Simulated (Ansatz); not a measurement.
Results of the Gaussian-basis code of Ansatz.

A structure relaxed at PBE0-D4/def2-TZVP, charge 0, multiplicity 1:

```xyz
7

F     0.1400    0.9543   -2.0238
B     0.0223    0.3776   -0.8486
C     0.4966    0.0517    0.5812
N    -0.7538   -0.4181   -0.0943
H     0.3606    0.7488    1.4081
H     1.2481   -0.7120    0.7812
H    -1.5138   -1.0023    0.1963
```

(1) Give its formula and SMILES.

(2) Point group (tolerance 0.08 Å, 0.16 Å for H)?

(3) Summarise the bond lengths by kind.

Results:

(1) CH3BFN, `FB1CN1`.

(2) Cs.

(3) 1 × B–F 1.314 Å; 1 × B–C 1.541 Å; 1 × B–N 1.343 Å; 1 × C–N 1.497 Å; 2 × C–H 1.090 Å; 1 × H–N 1.002 Å.
